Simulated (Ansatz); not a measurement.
Mulliken charges of FGaH2O2, SMILES `[OH][Ga]([OH])[F]` from ωB97M-V/def2-TZVPP in Ansatz (PBE0-D4/def2-TZVP geometry).

```json
{"atom": "O1", "x (Å)": "-0.297", "y (Å)": "1.351", "z (Å)": "-0.575", "charge (e)": "-0.398"}
{"atom": "Ga2", "x (Å)": "-0.068", "y (Å)": "-0.342", "z (Å)": "-0.118", "charge (e)": "0.801"}
{"atom": "O3", "x (Å)": "0.794", "y (Å)": "-0.842", "z (Å)": "1.335", "charge (e)": "-0.386"}
{"atom": "F4", "x (Å)": "-0.723", "y (Å)": "-1.589", "z (Å)": "-1.145", "charge (e)": "-0.375"}
{"atom": "H5", "x (Å)": "-0.789", "y (Å)": "1.459", "z (Å)": "-1.393", "charge (e)": "0.180"}
{"atom": "H6", "x (Å)": "1.124", "y (Å)": "-0.100", "z (Å)": "1.848", "charge (e)": "0.178"}
```

Problem. By hand: the dipole of these point charges (1 e Å = 4.8032 D).

Solution. Σ q r = (0.086, 0.354, 0.127) e Å, of length 0.386 e Å = 1.85 D.

Problem. How does the dipole of the full density compare? (An estimate is asked.)

Solution. Ansatz gave: (0.028, 0.395, 0.029) e Å, 1.91 D; the point charges give 0.97 times that, at 18° from its direction.

Point charges leave out the atoms' own dipoles, such as those of lone pairs, and Mulliken's split depends on the basis, so the close match here is no proof of good charges.
